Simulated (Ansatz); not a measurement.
Molecule: sum formula SiHCl, charge -1, multiplicity 2. 
Geometry from a B3LYP-D3(BJ)/def2-TZVP (Ansatz, a program for electronic structure) optimisation:
```xyz
3

Si     0.8594    -0.2125     0.8232
H      1.9036    -0.4761    -0.2900
Cl    -0.8197     0.2030    -0.6609
```
Charge -1, spin multiplicity 2.

Basis-set convergence of Hartree-Fock and CCSD(T) correlation energies (hartree) with Ansatz. Valence correlation only, unless marked. UHF or UKS for open shells. Spin-orbit coupling is left out. Non-relativistic.

| basis | functions | E(HF) | E(corr, CCSD(T)) |
|---|---|---|---|
| aug-cc-pV(D+d)Z | 73 | -749.05209 | -0.28612 |
| aug-cc-pV(T+d)Z | 133 | … | … |

Task: Complete the blanks.

Result: 
- aug-cc-pV(T+d)Z, E(HF): -749.07327
- aug-cc-pV(T+d)Z, E(corr, CCSD(T)): -0.35610
